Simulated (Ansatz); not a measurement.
`C[SiH2][AsH2]` + silanol → `[SiH3]O[AsH2]` + `C[SiH3]` at 600 K and 1 bar (cleavage of the As–Si bond).

Computed with Ansatz on PBE0-D4/def2-TZVP structures; ΔE is electronic, products minus reactants. CCSD(T)/CBS adds triple-zeta CCSD(T) − MP2 to the extrapolated MP2 energy (def2 sets, frozen cores). This one scheme is used for every species. For As outer-core shells are correlated without core-valence functions, which leaves a few kJ/mol of doubt a bond. Scalar relativity is left out up to krypton.

```tsv
species	CCSD(T)/CBS energy (Eh)	H − E (kJ/mol)	S (J/(mol·K))
`C[SiH2][AsH2]`	-2566.35921	239.3	417.4
`O[SiH3]`	-366.69042	135.7	307.9
`[SiH3]O[AsH2]`	-2602.28728	168.1	410.7
`C[SiH3]`	-330.73916	199.7	315.0
```

H − E and S are ideal-gas, rigid-rotor, harmonic terms from PBE0-D4/def2-TZVP, for one conformer and one mirror image of each species. 1 Eh = 2625.50 kJ/mol, R = 8.31446 J/(mol·K).

Q: By hand: ΔE, ΔH, ΔS and ΔG.

A: ΔE = (-2602.28728) + (-330.73916) − (-2566.35921) − (-366.69042) = 0.02319 Eh = 60.9 kJ/mol. Δ(H − E) = 168.1 + 199.7 − 239.3 − 135.7 = -7.2, so ΔH = 53.7 kJ/mol. ΔS = 410.7 + 315.0 − 417.4 − 307.9 = 0.4 J/(mol·K). ΔG = 53.7 − 600 × (0.4)/1000 = 53.5 kJ/mol.

Q: By hand: the equilibrium constant, and the temperature at which ΔG would vanish if ΔH and ΔS stayed fixed.

A: log₁₀ K = −ΔG/(RT ln 10) = -4.7. ΔG = 0 at ΔH/ΔS = 134250 K, far beyond where these terms or the molecules hold.

The number of gas molecules stays the same, so ΔS is small and ΔH decides. A doubt of 5 kJ/mol in ΔE shifts log₁₀ K by 0.4 here. Other conformers and mirror images would add mixing entropy, several J/(mol·K) or more a flexible species. Modes under 60 cm⁻¹, often nearly free rotors, make the harmonic entropy too high. These are equilibria of isolated gas molecules and say nothing of rates. Largest T1 diagnostic: 0.012 (customary marks: 0.02 for closed shells, 0.045 for open ones).
